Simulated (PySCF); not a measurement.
**Al(3+) (aluminium, charge +3) across methods**

[Ne], closed-shell 1S. All numbers are calculated (PySCF 2.14, the non-relativistic Hamiltonian (point nucleus), in aug-cc-pwCVTZ).

| method | E (hartree) | mean ε 1s (eV) | mean ε 2s (eV) | mean ε 2p (eV) | Σ⟨r²⟩ (bohr²) | ⟨S²⟩ |
| --- | --- | --- | --- | --- | --- | --- |
| TPSSh | -240.4237 | -1557.5 | -145.99 | -106.38 | 3.670 | 0.000 |
| UHF | -239.99917 | -1627.0 | -167.38 | -121.70 | 3.636 | 0.000 |
| PBE0 | -240.2911 | -1564.3 | -148.78 | -108.84 | 3.669 | 0.000 |
| r2SCAN | -240.3917 | -1553.3 | -145.57 | -105.73 | 3.658 | 0.000 |
| wB97M-V | -240.4033 | -1568.2 | -151.54 | -111.12 | 3.667 | 0.000 |
| B97-3 | -240.3881 | -1566.0 | -149.38 | -109.22 | 3.662 | 0.000 |
| PBEsol | -239.7894 | -1539.9 | -141.78 | -103.97 | 3.689 | 0.000 |
| LDA | -239.3455 | -1536.4 | -141.53 | -104.23 | 3.697 | 0.000 |

Problem. Estimate the same row for PBE.

Solution. E (hartree) = -240.2621; mean ε 1s (eV) = -1543.3; mean ε 2s (eV) = -142.15; mean ε 2p (eV) = -104.13; Σ⟨r²⟩ (bohr²) = 3.687; ⟨S²⟩ = 0.000.
